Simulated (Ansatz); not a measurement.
A short molecular-dynamics run on Ga8N8, a nanocrystal cut from wurtzite GaN (bare).

```yaml
crystal:
  periodic: [false, false, false]
  atoms:
    - {symbol: N, position_ang: [-2.416412, -3.424756, -0.116657]}
    - {symbol: Ga, position_ang: [-3.523006, -2.020254, -0.042562]}
    - {symbol: N, position_ang: [-4.178419, -0.356961, 0.035977]}
    - {symbol: N, position_ang: [0.795293, -3.488060, 0.014474]}
    - {symbol: Ga, position_ang: [-0.800474, -2.466020, -0.031225]}
    - {symbol: N, position_ang: [-0.831358, -0.476788, -0.000044]}
    - {symbol: Ga, position_ang: [-2.533512, 0.554483, -0.008372]}
    - {symbol: N, position_ang: [-2.608362, 2.447860, -0.055060]}
    - {symbol: Ga, position_ang: [1.954491, -2.175194, 0.031079]}
    - {symbol: N, position_ang: [2.500743, -0.433787, 0.097748]}
    - {symbol: Ga, position_ang: [0.768613, 0.439503, 0.031353]}
    - {symbol: N, position_ang: [0.889231, 2.374822, -0.012813]}
    - {symbol: Ga, position_ang: [-0.889984, 2.784678, -0.014757]}
    - {symbol: Ga, position_ang: [3.956804, 0.698146, -0.084807]}
    - {symbol: N, position_ang: [4.315137, 2.476052, 0.019692]}
    - {symbol: Ga, position_ang: [2.601207, 3.066276, 0.135984]}
basis:
  gaussian: {orbitals: "6-31G*"}
magnetization: {spin_polarized: true, initial_magnetization: 0}
hamiltonian: {xc: {name: BLYP}}
md: {timestep: 1 fs, n_steps: 25, ensemble: nvt_nose_hoover, temperature: 500, initial_velocities: maxwell_boltzmann, seed: 516}
scf: {omitted_lower_state_checks: [starts]}
```

```sh
$ ansatz run in.yaml --threads 2 --pin off --events-out ev --progress --plain --max-ram 32768MiB --backend cuda --devices 0, --max-vram 18GiB
```

```
step  time (fs)  potential energy (eV)  kinetic (eV)  T (K)  conserved (eV)
   0        0.0           -430896.8934        0.9048    500    -430895.9886
   1        1.0           -430896.8872        0.8987    497    -430895.9886
   2        2.0           -430896.8692        0.8807    487    -430895.9885
   3        3.0           -430896.8405        0.8522    471    -430895.9884
   4        4.0           -430896.8033        0.8151    450    -430895.9882
   5        5.0           -430896.7600        0.7720    427    -430895.9880
   6        6.0           -430896.7140        0.7262    401    -430895.9878
   7        7.0           -430896.6684        0.6810    376    -430895.9876
   8        8.0           -430896.6265        0.6394    353    -430895.9874
   9        9.0           -430896.5912        0.6043    334    -430895.9873
  10       10.0           -430896.5646        0.5780    319    -430895.9872
  11       11.0           -430896.5481        0.5617    310    -430895.9872
  12       12.0           -430896.5421        0.5560    307    -430895.9872
  13       13.0           -430896.5464        0.5605    310    -430895.9873
  14       14.0           -430896.5598        0.5741    317    -430895.9874
  15       15.0           -430896.5806        0.5952    329    -430895.9875
  16       16.0           -430896.6068        0.6217    344    -430895.9876
  17       17.0           -430896.6362        0.6514    360    -430895.9878
  18       18.0           -430896.6665        0.6822    377    -430895.9879
  19       19.0           -430896.6959        0.7121    394    -430895.9880
  20       20.0           -430896.7227        0.7395    409    -430895.9881
  21       21.0           -430896.7455        0.7630    422    -430895.9881
  22       22.0           -430896.7634        0.7816    432    -430895.9881
  23       23.0           -430896.7757        0.7948    439    -430895.9882
  24       24.0           -430896.7822        0.8021    443    -430895.9882
  25       25.0           -430896.7827        0.8035    444    -430895.9881
```

Velocities are drawn at the set temperature; a run this short doesn't reach equilibrium.

The 6-31G sets use Cartesian d functions. The unrestricted singlet has broken spin symmetry (⟨S²⟩ up to 1.01).

Frames (Å, forces in eV/Å):

```xyz
16
time=0.0 fs
N    -2.416   -3.425   -0.117   -0.264   -0.674   -0.014
Ga   -3.523   -2.020   -0.043   -0.598   -0.346   -0.008
N    -4.178   -0.357    0.036   -0.713    0.116    0.001
N     0.795   -3.488    0.014   -0.266   -0.644   -0.016
Ga   -0.800   -2.466   -0.031    0.480    0.228   -0.017
N    -0.831   -0.477    0.000   -0.325   -0.186   -0.004
Ga   -2.534    0.554   -0.008    0.439    0.296    0.028
N    -2.608    2.448   -0.055   -0.690    0.098   -0.002
Ga    1.954   -2.175    0.031    0.716    0.000    0.012
N     2.501   -0.434    0.098   -0.323   -0.049    0.037
Ga    0.769    0.440    0.031    0.115    0.065    0.007
N     0.889    2.375   -0.013   -0.215   -0.250   -0.010
Ga   -0.890    2.785   -0.015    0.361    0.617   -0.003
Ga    3.957    0.698   -0.085    0.849   -0.510   -0.076
N     4.315    2.476    0.020    0.440    0.245   -0.001
Ga    2.601    3.066    0.136   -0.009    0.996    0.066
16
time=1.0 fs
N    -2.412   -3.419   -0.117   -0.332   -0.804   -0.022
Ga   -3.523   -2.023   -0.043   -0.676   -0.148    0.001
N    -4.171   -0.349    0.033   -0.805   -0.093   -0.001
N     0.801   -3.495    0.019   -0.319   -0.517   -0.019
Ga   -0.802   -2.468   -0.030    0.677    0.156   -0.009
N    -0.830   -0.486    0.000   -0.365   -0.080    0.003
Ga   -2.533    0.553   -0.008    0.570    0.466    0.013
N    -2.612    2.456   -0.065   -0.537   -0.007    0.012
Ga    1.954   -2.172    0.029    0.695   -0.044    0.014
N     2.507   -0.432    0.099   -0.489   -0.095    0.043
Ga    0.763    0.439    0.033    0.248    0.067    0.001
N     0.881    2.376   -0.020    0.121   -0.275    0.005
Ga   -0.886    2.787   -0.014    0.018    0.638   -0.013
Ga    3.957    0.697   -0.087    0.882   -0.422   -0.083
N     4.314    2.476    0.022    0.486    0.206   -0.007
Ga    2.603    3.068    0.138   -0.174    0.953    0.063
16
time=3.0 fs
N    -2.404   -3.409   -0.118   -0.470   -1.040   -0.038
Ga   -3.524   -2.029   -0.043   -0.819    0.225    0.017
N    -4.159   -0.335    0.026   -0.986   -0.498   -0.005
N     0.813   -3.511    0.027   -0.385   -0.242   -0.027
Ga   -0.806   -2.471   -0.026    1.042    0.007    0.007
N    -0.827   -0.505    0.000   -0.421    0.144    0.016
Ga   -2.532    0.551   -0.007    0.813    0.775   -0.020
N    -2.619    2.471   -0.084   -0.216   -0.195    0.050
Ga    1.952   -2.167    0.026    0.626   -0.173    0.020
N     2.518   -0.428    0.101   -0.789   -0.178    0.054
Ga    0.751    0.437    0.035    0.481    0.069   -0.011
N     0.866    2.377   -0.034    0.787   -0.336    0.031
Ga   -0.879    2.791   -0.011   -0.704    0.689   -0.033
Ga    3.959    0.694   -0.092    0.944   -0.240   -0.094
N     4.312    2.477    0.026    0.556    0.120   -0.020
Ga    2.606    3.072    0.143   -0.460    0.873    0.053
16
time=5.0 fs
N    -2.397   -3.402   -0.119   -0.602   -1.230   -0.053
Ga   -3.525   -2.036   -0.043   -0.932    0.545    0.029
N    -4.149   -0.321    0.020   -1.144   -0.854   -0.009
N     0.823   -3.527    0.035   -0.408    0.045   -0.037
Ga   -0.809   -2.475   -0.023    1.353   -0.150    0.023
N    -0.826   -0.523    0.000   -0.450    0.378    0.030
Ga   -2.531    0.549   -0.006    1.011    1.030   -0.052
N    -2.627    2.487   -0.103    0.103   -0.354    0.097
Ga    1.950   -2.162    0.022    0.534   -0.347    0.027
N     2.527   -0.425    0.103   -1.031   -0.240    0.064
Ga    0.739    0.436    0.037    0.671    0.068   -0.025
N     0.854    2.377   -0.048    1.381   -0.407    0.052
Ga   -0.872    2.796   -0.009   -1.402    0.747   -0.053
Ga    3.962    0.691   -0.097    0.990   -0.063   -0.100
N     4.312    2.478    0.031    0.594    0.035   -0.032
Ga    2.609    3.077    0.148   -0.668    0.797    0.040
16
time=7.0 fs
N    -2.392   -3.398   -0.120   -0.716   -1.358   -0.064
Ga   -3.527   -2.041   -0.043   -1.007    0.793    0.036
N    -4.143   -0.310    0.014   -1.251   -1.135   -0.014
N     0.832   -3.544    0.043   -0.402    0.328   -0.050
Ga   -0.811   -2.479   -0.020    1.593   -0.315    0.037
N    -0.826   -0.540   -0.001   -0.456    0.609    0.042
Ga   -2.529    0.548   -0.005    1.138    1.219   -0.083
N    -2.635    2.501   -0.122    0.393   -0.489    0.151
Ga    1.949   -2.156    0.018    0.429   -0.551    0.036
N     2.533   -0.422    0.105   -1.198   -0.264    0.072
Ga    0.728    0.435    0.040    0.824    0.064   -0.039
N     0.845    2.376   -0.062    1.829   -0.469    0.066
Ga   -0.865    2.801   -0.006   -1.989    0.799   -0.074
Ga    3.964    0.689   -0.102    1.006    0.091   -0.100
N     4.314    2.478    0.035    0.595   -0.042   -0.041
Ga    2.612    3.082    0.153   -0.788    0.720    0.025
16
time=8.0 fs
N    -2.390   -3.397   -0.120   -0.761   -1.396   -0.067
Ga   -3.528   -2.044   -0.043   -1.029    0.887    0.037
N    -4.141   -0.306    0.010   -1.279   -1.241   -0.016
N     0.837   -3.551    0.047   -0.393    0.462   -0.058
Ga   -0.812   -2.481   -0.018    1.681   -0.400    0.044
N    -0.826   -0.548   -0.001   -0.454    0.718    0.048
Ga   -2.528    0.547   -0.004    1.168    1.287   -0.097
N    -2.639    2.507   -0.132    0.522   -0.547    0.179
Ga    1.949   -2.154    0.017    0.376   -0.658    0.041
N     2.535   -0.421    0.106   -1.251   -0.259    0.074
Ga    0.722    0.434    0.041    0.890    0.062   -0.047
N     0.842    2.375   -0.069    1.978   -0.491    0.072
Ga   -0.862    2.803   -0.005   -2.216    0.817   -0.084
Ga    3.966    0.687   -0.105    0.999    0.155   -0.098
N     4.315    2.479    0.037    0.582   -0.075   -0.045
Ga    2.613    3.084    0.156   -0.814    0.680    0.018
16
time=10.0 fs
N    -2.388   -3.399   -0.121   -0.823   -1.413   -0.070
Ga   -3.531   -2.049   -0.043   -1.039    1.013    0.037
N    -4.139   -0.300    0.004   -1.272   -1.378   -0.019
N     0.844   -3.566    0.054   -0.370    0.707   -0.074
Ga   -0.812   -2.485   -0.015    1.790   -0.572    0.054
N    -0.828   -0.563    0.000   -0.442    0.912    0.058
Ga   -2.525    0.547   -0.004    1.154    1.366   -0.125
N    -2.645    2.519   -0.150    0.741   -0.650    0.235
Ga    1.948   -2.149    0.013    0.273   -0.874    0.053
N     2.536   -0.419    0.109   -1.292   -0.214    0.073
Ga    0.712    0.433    0.043    1.003    0.057   -0.060
N     0.840    2.373   -0.083    2.098   -0.505    0.082
Ga   -0.858    2.809   -0.003   -2.501    0.828   -0.109
Ga    3.970    0.685   -0.110    0.953    0.253   -0.086
N     4.319    2.480    0.041    0.530   -0.126   -0.051
Ga    2.615    3.090    0.161   -0.802    0.595    0.002
16
time=12.0 fs
N    -2.389   -3.405   -0.123   -0.840   -1.352   -0.065
Ga   -3.534   -2.054   -0.043   -1.008    1.059    0.031
N    -4.141   -0.297   -0.003   -1.177   -1.415   -0.019
N     0.851   -3.579    0.062   -0.348    0.911   -0.092
Ga   -0.812   -2.489   -0.011    1.808   -0.737    0.059
N    -0.831   -0.575    0.000   -0.429    1.060    0.067
Ga   -2.521    0.547   -0.003    1.041    1.375   -0.151
N    -2.649    2.530   -0.168    0.901   -0.735    0.289
Ga    1.948   -2.145    0.010    0.181   -1.077    0.065
N     2.534   -0.418    0.111   -1.251   -0.125    0.066
Ga    0.702    0.432    0.045    1.100    0.054   -0.073
N     0.845    2.368   -0.096    1.974   -0.471    0.095
Ga   -0.855    2.815    0.000   -2.545    0.799   -0.140
Ga    3.974    0.682   -0.115    0.862    0.306   -0.066
N     4.325    2.480    0.045    0.446   -0.156   -0.053
Ga    2.617    3.096    0.166   -0.716    0.503   -0.012
16
time=14.0 fs
N    -2.391   -3.414   -0.124   -0.811   -1.217   -0.053
Ga   -3.538   -2.057   -0.043   -0.938    1.029    0.021
N    -4.147   -0.299   -0.009   -1.006   -1.358   -0.017
N     0.856   -3.589    0.069   -0.333    1.065   -0.110
Ga   -0.811   -2.494   -0.008    1.739   -0.886    0.059
N    -0.835   -0.584    0.000   -0.418    1.148    0.075
Ga   -2.517    0.549   -0.002    0.841    1.323   -0.176
N    -2.650    2.538   -0.184    0.997   -0.803    0.336
Ga    1.947   -2.141    0.006    0.107   -1.254    0.078
N     2.528   -0.418    0.114   -1.137   -0.001    0.053
Ga    0.693    0.430    0.048    1.185    0.057   -0.085
N     0.855    2.363   -0.109    1.635   -0.389    0.113
Ga   -0.853    2.822    0.002   -2.365    0.730   -0.179
Ga    3.978    0.680   -0.121    0.732    0.319   -0.039
N     4.331    2.480    0.049    0.340   -0.164   -0.052
Ga    2.618    3.102    0.171   -0.567    0.403   -0.025
16
time=16.0 fs
N    -2.396   -3.427   -0.126   -0.742   -1.021   -0.034
Ga   -3.542   -2.061   -0.043   -0.836    0.931    0.009
N    -4.155   -0.304   -0.016   -0.780   -1.221   -0.012
N     0.861   -3.596    0.076   -0.328    1.167   -0.128
Ga   -0.809   -2.499   -0.005    1.596   -1.007    0.054
N    -0.840   -0.590    0.001   -0.410    1.167    0.081
Ga   -2.512    0.551   -0.001    0.576    1.220   -0.201
N    -2.649    2.544   -0.200    1.029   -0.854    0.375
Ga    1.947   -2.139    0.003    0.052   -1.394    0.090
N     2.519   -0.417    0.117   -0.966    0.140    0.035
Ga    0.684    0.429    0.050    1.260    0.066   -0.094
N     0.869    2.356   -0.122    1.141   -0.270    0.137
Ga   -0.852    2.829    0.004   -2.010    0.629   -0.225
Ga    3.983    0.677   -0.126    0.572    0.299   -0.005
N     4.339    2.480    0.052    0.221   -0.154   -0.049
Ga    2.619    3.109    0.176   -0.373    0.301   -0.034
16
time=17.0 fs
N    -2.399   -3.435   -0.127   -0.696   -0.904   -0.022
Ga   -3.545   -2.062   -0.043   -0.775    0.859    0.001
N    -4.160   -0.308   -0.019   -0.654   -1.127   -0.008
N     0.863   -3.598    0.080   -0.329    1.197   -0.136
Ga   -0.807   -2.502   -0.003    1.501   -1.053    0.050
N    -0.843   -0.592    0.001   -0.407    1.151    0.083
Ga   -2.510    0.552   -0.001    0.427    1.155   -0.212
N    -2.647    2.546   -0.208    1.020   -0.874    0.390
Ga    1.947   -2.137    0.001    0.033   -1.446    0.096
N     2.513   -0.416    0.119   -0.865    0.211    0.024
Ga    0.680    0.429    0.051    1.293    0.073   -0.098
N     0.878    2.353   -0.129    0.861   -0.202    0.150
Ga   -0.852    2.832    0.005   -1.787    0.572   -0.249
Ga    3.986    0.676   -0.129    0.485    0.280    0.013
N     4.343    2.479    0.054    0.159   -0.143   -0.046
Ga    2.619    3.112    0.178   -0.265    0.251   -0.037
16
time=19.0 fs
N    -2.407   -3.452   -0.129   -0.586   -0.645    0.004
Ga   -3.550   -2.065   -0.043   -0.637    0.677   -0.014
N    -4.171   -0.318   -0.026   -0.397   -0.900    0.002
N     0.866   -3.601    0.086   -0.338    1.214   -0.150
Ga   -0.804   -2.508    0.001    1.278   -1.112    0.037
N    -0.850   -0.593    0.002   -0.399    1.067    0.088
Ga   -2.505    0.555   -0.001    0.113    1.005   -0.235
N    -2.642    2.548   -0.222    0.952   -0.899    0.412
Ga    1.946   -2.136   -0.002    0.014   -1.507    0.107
N     2.501   -0.415    0.122   -0.641    0.339    0.001
Ga    0.672    0.428    0.053    1.349    0.095   -0.105
N     0.896    2.345   -0.141    0.279   -0.058    0.177
Ga   -0.853    2.840    0.007   -1.288    0.453   -0.296
Ga    3.992    0.674   -0.134    0.301    0.232    0.052
N     4.351    2.478    0.058    0.036   -0.112   -0.040
Ga    2.620    3.119    0.183   -0.039    0.151   -0.042
16
time=21.0 fs
N    -2.416   -3.470   -0.131   -0.463   -0.368    0.034
Ga   -3.555   -2.067   -0.043   -0.482    0.452   -0.030
N    -4.183   -0.330   -0.033   -0.152   -0.634    0.013
N     0.869   -3.600    0.092   -0.352    1.175   -0.160
Ga   -0.800   -2.515    0.004    1.021   -1.124    0.021
N    -0.858   -0.592    0.004   -0.382    0.925    0.093
Ga   -2.500    0.558    0.000   -0.202    0.837   -0.255
N    -2.634    2.548   -0.236    0.823   -0.905    0.421
Ga    1.946   -2.135   -0.006    0.021   -1.504    0.118
N     2.486   -0.413    0.125   -0.403    0.435   -0.025
Ga    0.665    0.427    0.055    1.387    0.123   -0.111
N     0.915    2.337   -0.153   -0.276    0.088    0.203
Ga   -0.855    2.848    0.009   -0.761    0.338   -0.336
Ga    3.997    0.672   -0.139    0.116    0.179    0.091
N     4.360    2.477    0.061   -0.080   -0.072   -0.033
Ga    2.620    3.125    0.188    0.186    0.056   -0.043
16
time=23.0 fs
N    -2.427   -3.490   -0.133   -0.336   -0.089    0.064
Ga   -3.560   -2.069   -0.043   -0.318    0.196   -0.045
N    -4.196   -0.345   -0.039    0.061   -0.342    0.025
N     0.870   -3.595    0.098   -0.368    1.078   -0.165
Ga   -0.795   -2.522    0.008    0.740   -1.090    0.002
N    -0.867   -0.587    0.005   -0.349    0.737    0.097
Ga   -2.495    0.562    0.000   -0.504    0.663   -0.273
N    -2.624    2.546   -0.248    0.639   -0.893    0.416
Ga    1.946   -2.135   -0.009    0.055   -1.428    0.128
N     2.470   -0.409    0.128   -0.162    0.481   -0.052
Ga    0.659    0.426    0.057    1.399    0.158   -0.116
N     0.934    2.330   -0.164   -0.760    0.228    0.227
Ga   -0.857    2.856    0.010   -0.241    0.236   -0.367
Ga    4.003    0.671   -0.144   -0.062    0.127    0.129
N     4.368    2.475    0.064   -0.183   -0.028   -0.025
Ga    2.621    3.132    0.193    0.389   -0.035   -0.045
16
time=25.0 fs
N    -2.438   -3.510   -0.134   -0.213    0.176    0.093
Ga   -3.566   -2.071   -0.043   -0.149   -0.076   -0.057
N    -4.208   -0.360   -0.046    0.234   -0.039    0.037
N     0.871   -3.588    0.103   -0.383    0.925   -0.164
Ga   -0.790   -2.530    0.011    0.442   -1.011   -0.020
N    -0.877   -0.581    0.007   -0.290    0.518    0.101
Ga   -2.490    0.567    0.000   -0.781    0.490   -0.286
N    -2.611    2.541   -0.259    0.411   -0.861    0.396
Ga    1.945   -2.135   -0.012    0.118   -1.275    0.138
N     2.454   -0.404    0.131    0.072    0.469   -0.079
Ga    0.654    0.425    0.059    1.379    0.196   -0.122
N     0.950    2.323   -0.175   -1.143    0.362    0.250
Ga   -0.859    2.864    0.012    0.247    0.152   -0.385
Ga    4.009    0.669   -0.150   -0.227    0.084    0.164
N     4.376    2.473    0.067   -0.272    0.017   -0.018
Ga    2.622    3.139    0.198    0.556   -0.126   -0.048
```

Run time 4.3 min (2 threads of AMD EPYC 7R13 on a shared host and a share (18 GiB) of an NVIDIA H100 80GB HBM3), peak host memory 1.2 GiB.
